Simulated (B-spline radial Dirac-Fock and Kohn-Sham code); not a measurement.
# Atomic SCF run for Zr

ΔSCF core binding energies without Breit or QED terms, calculated with a radial finite-basis atomic code. Keys: rel is the Hamiltonian (dirac, or spin-free x2c and nr, where L3 and M5 stand for the whole 2p and 3d shells), method is hf or an exchange,correlation pair (spin-unpolarised, also for the hole states), nuc the nuclear model, radius_factor scales its radius, rmax is the box in bohr, h the logarithmic mesh step, order the B-spline order, points the quadrature points per cell, c_factor scales the speed of light, and damp, ndamp, maxit and tol steer the iteration. The run stops when the commutator error falls below 10·tol·max(1, Z/10), or the numerical noise floor, and the energy has settled to about 1e-8 Ha; the virial ratio is −V/T.

Input (task.json):

```json
{"items": [{"Z": 40, "q": 0, "cfg": [[1, 0, 2], [2, 0, 2], [2, 1, 6], [3, 0, 2], [3, 1, 6], [3, 2, 10], [4, 0, 2], [4, 1, 6], [4, 2, 2], [5, 0, 2]], "A": 90, "rrms": 4.2694, "do": "settings", "holes": ["K", "L3", "M5"],
  "settings": [{"rel": "dirac", "method": "lda,xyz", "nuc": "fermi", "radius_factor": 1.0, "rmax": 45.0, "h": 0.3, "order": 8, "points": 10, "c_factor": 1.0, "maxit": 86, "damp": 0.5, "ndamp": 3, "tol": 1e-08}]}]}
```

Command: `python xray2_run.py task.json out`

The program stops without a result: KeyError: "LibXCFunctional: name 'XYZ' not found.".

Question: One setting is unsound. Which, and why?

Answer: method names a functional that the program does not serve. With the default settings (Dirac Hartree-Fock): The ground state converged in 12 iterations, with total energy -3597.08412 Ha, virial ratio 1.96740 and highest orbital energy -5.86 eV. ΔSCF binding energies: K (1s) 18052.3 eV, L3 (2p3/2) 2235.5 eV, M5 (3d5/2) 188.5 eV.
